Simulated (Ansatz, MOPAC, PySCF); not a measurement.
Dimer: CH4O (SMILES CO) (first 6 atoms) with CH2O2 (SMILES O=CO); geometry from B3LYP-D3(BJ)/def2-TZVP.
(charge 0, multiplicity 1):
| atom | x (Å) | y (Å) | z (Å) |
|---|---|---|---|
| C | -0.1896 | -0.3503 | 0.1830 |
| O | 0.4893 | -0.8055 | 1.3522 |
| H | -0.9040 | 0.4454 | 0.4141 |
| H | -0.7288 | -1.2018 | -0.2278 |
| H | 0.5196 | 0.0110 | -0.5655 |
| H | 0.9374 | -0.0547 | 1.7799 |
| O | 0.8121 | 0.8864 | 3.5621 |
| C | 0.0017 | 0.2523 | 4.1994 |
| O | -0.6540 | -0.8154 | 3.7739 |
| H | -0.2823 | 0.5058 | 5.2285 |
| H | -0.3656 | -1.0067 | 2.8376 |

Interaction energies are E(AB) − E(A) − E(B) at the monomers' geometry in the complex; basis-set methods are counterpoise corrected.

The state that AM1, PM6 reach isn't checked.

The values were computed with Ansatz (a quantum-chemistry and plane-wave program) with Gaussian orbitals; MOPAC for AM1, PM6 (differences of heats of formation); PySCF for the dispersion terms. Values without a source in brackets are computed.

Task: One of these levels gives -12.26 kcal/mol for the interaction energy. Name it.
A. B3LYP/def2-TZVPPD
B. B3LYP-D4/def2-TZVPPD
C. AM1
D. PM6

Result: B, B3LYP-D4/def2-TZVPPD. The others give -1.62 (AM1), -7.93 (PM6), -10.30 (B3LYP/def2-TZVPPD)
